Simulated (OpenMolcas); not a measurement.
## P⁴⁺: effect of the active space

```
Program             : OpenMolcas
Method              : CASSCF or its RAS form
Basis               : ANO-RCC-VTZP
Scalar Hamiltonian  : X2C, point nucleus
Spin-orbit coupling : RASSI with atomic mean-field integrals over the reference wave functions, term energies averaged over their components
```

A. 1 electron in 4 orbitals (3s 3p); 2S+1 = 2 even, 1 root; 2S+1 = 2 odd, 3 roots; cost of the order of 5 core-seconds
B. 1 electron in 9 orbitals (RAS2 3s 3p; RAS3 3d, at most 1 electron); 2S+1 = 2 even, 1 root; 2S+1 = 2 odd, 3 roots; cost roughly 7 core-seconds

Energies in cm-1 above 3s 2S 1/2, the measured ground level; measured values from Martin, Zalubas and Musgrove, J. Phys. Chem. Ref. Data 14, 751 (1985).

| Level | A | B | Measured |
| --- | --- | --- | --- |
| 3s 2S 1/2 | 0.0 | 0.0 | 0.0 |
| 3p 2P* 1/2 | 88218 | 88218 | 88652 |
| 3p 2P* 3/2 | 88878 | 88878 | 89447 |

Deviations, from unrounded energies. A percentage is the sum of absolute deviations over the sum of measured energies, with the sign that they share, or ± where signs differ.

| Against measurement | Levels | A | B |
| --- | --- | --- | --- |
| mean absolute deviation (cm-1) | 2 | 500 | 500 |
| other configurations (%) | 2 | -0.6 | -0.6 |

A, B lie about equally close to measurement. The largest miss of A in the table is 3p 2P* 3/2, by -570 cm-1. The ranking rests on the paired levels alone, and a cruder setting can come out closer through cancelling errors.

Between A and B no level of the table moves by more than 5 cm-1.

With one active electron the reference holds no correlation, so core polarisation is missing. With one active electron outside closed inactive shells, the extra shells (3d) add no correlation to the reference (holds for B). Measured partners are found by configuration, term and J. A level has none where our copy of the source lacks it or the pairing is in doubt (some pairs that miss far off the trend of their configuration count as doubtful), and it then counts in no deviation. Levels of configurations outside the active space are missing.

* marks odd parity.
